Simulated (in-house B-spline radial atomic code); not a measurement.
Ionising Ge II (Ge+) with different functionals

Computed with a radial B-spline atomic code at the basis-set limit: scalar-relativistic (spin-free X2C) Hamiltonian, Fermi nucleus of rms radius 4.0742 fm, spin-polarised at highest spin, spherical fractional occupations for the functionals, and exact exchange of hybrids averaged over the configuration. The ionisation energy is the difference of two self-consistent energies, [Ar] 3d10 4s2 4p1 → [Ar] 3d10 4s2, without Breit or QED terms; ε is the level of the shell that loses the electron (its least bound occupied spin orbital). There is no spin-orbit coupling in this Hamiltonian.

```tsv
method	rung	ΔSCF (eV)	-ε(4p) (eV)
PBE0	global hybrid	15.72	12.78
B3LYP	global hybrid	15.83	12.56
TPSSh	global hybrid	15.65	12.12
BHandHLYP	global hybrid	15.71	13.73
r2SCAN0	global hybrid	?	?
B97-1	global hybrid	15.56	12.42
HSE06	range-separated hybrid	15.76	12.37
wB97X	range-separated hybrid	?	?
CAM-B3LYP	range-separated hybrid	15.90	14.14
LC-wPBE	range-separated hybrid	15.90	15.57
```

Task: What does r2SCAN0 give?

Result: ΔSCF 15.75 eV, and -ε(4p) = 12.91 eV.

Task: What does wB97X give?

Result: ΔSCF 15.70 eV, and -ε(4p) = 14.99 eV.

Task: Among the functionals, which spreads more, the ΔSCF values or the orbital energies?

Result: The orbital energies: ΔSCF values span about 0.34 eV and the orbital energies 3.45 eV; here energy differences depend much less on the functional than eigenvalues do.

Task: How do they compare with the NIST value?

Result: NIST lists 15.935 eV (measured, ground level to ground level). Errors run from -0.37 to -0.03 eV; LC-wPBE is closest (-0.03 eV), but part of that can be cancellation, since the calculations leave out spin-orbit coupling, Breit-QED terms, multiplet and fine-structure energies.
